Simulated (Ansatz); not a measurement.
FeF₃, relaxed as a doublet with UKS PBE0-D4/def2-TZVP in Ansatz, starting from the PBE0-D4/def2-TZVP geometry of the neutral sextet. Force threshold 0.02 eV/Å.

The charge 0 doublet is spin-contaminated (final ⟨S²⟩ up to 2.21, 0.75 for a pure state). At PBE0-D4/def2-TZVP a sextet of charge 0 lies 1.95 eV below the doublet, each at its own geometry.

Start:

Cartesian coordinates in Å:
```
Fe 0.000 0.000 0.000
F -1.340 1.100 0.233
F 1.348 0.465 -1.013
F -0.008 -1.566 0.780
```

(1) Estimate the energy that the relaxation releases and the steps that it takes.

(2) Does the start keep its bonding and symmetry?

(3) Predict the relaxed structure.

Results:

(1) 0.07 eV, in 6 steps; 30 s on 2 threads of Arm Neoverse V2 on a shared host. No frequencies were taken in this run, so the end may be a saddle point.

(2) By distances, no bond broke or formed. The bond that changes most is Fe1–F4, from 1.75 to 1.71 Å (atoms count from 1). Point group D3h at the start, C3v at the end, both within 0.05 Å.

(3) 
Cartesian coordinates in Å:
```
Fe -0.033 -0.028 -0.057
F -1.299 1.085 0.247
F 1.329 0.464 -0.972
F 0.003 -1.522 0.782
```
Bond lengths: 3 × F–Fe 1.71 Å.
